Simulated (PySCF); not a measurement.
Compound: C4H4ClFO.
SMILES with atom numbers: `[F:1][C@H:2]1[O:3][CH2:4][CH:5]=[C:6]1[Cl:7]`

Structure used (GFN2-xTB), in Å, numbered top down from 1:
```
atom  x, y, z in Å
F1     0.208   -1.854    1.126
C2     0.082   -1.219   -0.109
O3    -1.161   -0.653   -0.224
C4    -1.084    0.743    0.073
C5     0.373    1.071   -0.012
C6     1.054   -0.060   -0.159
Cl7    2.727   -0.302   -0.312
H8     0.227   -2.011   -0.853
H9    -1.487    0.944    1.074
H10   -1.687    1.273   -0.669
H11    0.754    2.071    0.040
```

NICS is the negative of the GIAO shielding at a point without a nucleus: at the ring centre (0) and 1 Å above and below it (1); zz is the component along the ring normal. Level: GIAO PBE0/pcSseg-1 (PySCF, non-relativistic, gas phase) on the GFN2-xTB geometry, one conformer.

Ring bond lengths (Å), with Mayer bond orders in brackets: C2–O3 1.371 (1.03), O3–C4 1.429 (0.90), C4–C5 1.496 (1.04), C5–C6 1.327 (1.73), C6–C2 1.514 (0.96).

**Question.** What do the NICS probes read (ppm)?

**Answer.** 
```json
{"ring": "C2–O3–C4–C5–C6", "type": "5-membered ring with O; formal bonds 1 double, 4 single", "NICS(0)": "-5.2", "NICS(1), two faces": "-4.3 / -2.7", "NICS(1)zz, two faces": "-6.9 / -3.2", "rms pucker (Å)": "0.07", "centre to ring atoms, mean (Å)": "1.21"}
```

**Question.** What can be read from them?

**Answer.** 
- C2–O3–C4–C5–C6: mean NICS(1)zz -5.1 ppm, shielded. C2, C4 have four or more neighbours, so the value isn't read as a sign of a π ring current. The two faces differ by 3.7 ppm, so no symmetry operation interchanges them.

**Question.** At the first NICS(1) probe listed for ring C2–O3–C4–C5–C6, 1 Å off the ring, what do the in-plane components average?

**Answer.** The isotropic value is a third of the trace: (3 × -4.3 − (-6.9))/2 = -3.0 ppm.

**Question.** How shielded are the nuclei of the rings and their hydrogens (means over atoms taken as equivalent)?

**Answer.** 
```tsv
atoms	environment	σ isotropic (ppm)
C2	sp3 C–F carbon	66.4
O3	cyclic ether oxygen	230.0
C4	sp3 carbon bound to oxygen	107.8
C5	alkene CH carbon	50.8
C6	vinylic C–Cl carbon	44.1
H8	methine hydrogen	25.45
H9	methylene hydrogen	26.51
H10	methylene hydrogen	26.75
H11	vinylic hydrogen	25.46
```
